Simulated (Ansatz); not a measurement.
Geometry optimisation, RKS PBE0/def2-TZVP (Ansatz).

Input file:

```yaml
crystal:
  periodic: [false, false, false]
  atoms:
    - { symbol: Ge, position_ang: [0.0, 0.0, 0.0] }
    - { symbol: H, position_ang: [1.0763, 0.0, 1.3798] }
    - { symbol: H, position_ang: [1.6596, 0.0, 0.5553] }
    - { symbol: H, position_ang: [-0.73, 1.2648, -0.5162] }
    - { symbol: H, position_ang: [-0.73, -1.2648, -0.5162] }
basis:
  gaussian: { orbitals: def2-TZVP }
hamiltonian:
  xc: pbe0
relax:
  f_tol: 0.15
  max_steps: 25
  restrain:
    - { distance: [1, 2], at: 0.66, k: 30.0 }
    - { distance: [0, 1], at: 2.75, k: 30.0 }
    - { distance: [0, 2], at: 2.75, k: 30.0 }
```

Run as:

```bash
$ ansatz run input.yaml --threads 1 --pin off --max-ram 2048MiB --backend cpu --events-out ev --progress --plain --runs-dir out
```

Task: Where does it end, and by what steps?

Result: The run converged. The restraints hold the end off the free minimum. After 8 steps the energy has fallen by 1.668 eV (the restraints' own energy left out); Ge1 moved furthest, 1.05 Å. Joined: H2–H3 (1.01 → 0.71 Å).

```
step  energy less start (eV)  largest force component (eV/Å)  accepted
   0                  0.0000                           2.464       yes
   1                  0.8582                           2.623       yes
   2                  0.8015                           2.886       yes
   3                  0.2846                           4.071       yes
   4                 -0.7796                           2.243       yes
   5                 -1.2137                           2.690       yes
   6                 -1.5872                           0.808       yes
   7                 -1.6601                           1.300       yes
   8                 -1.6684                           1.342       yes
```

```xyz
5
Properties=species:S:1:pos:R:3
Ge -0.091 0.000 -1.047
H 1.205 0.000 1.376
H 1.784 0.000 0.960
H -0.811 1.138 -0.193
H -0.811 -1.138 -0.193
```

Time of the run: 11 s on 1 thread of Arm Neoverse V2, on a shared host, peak memory 0.12 GiB.
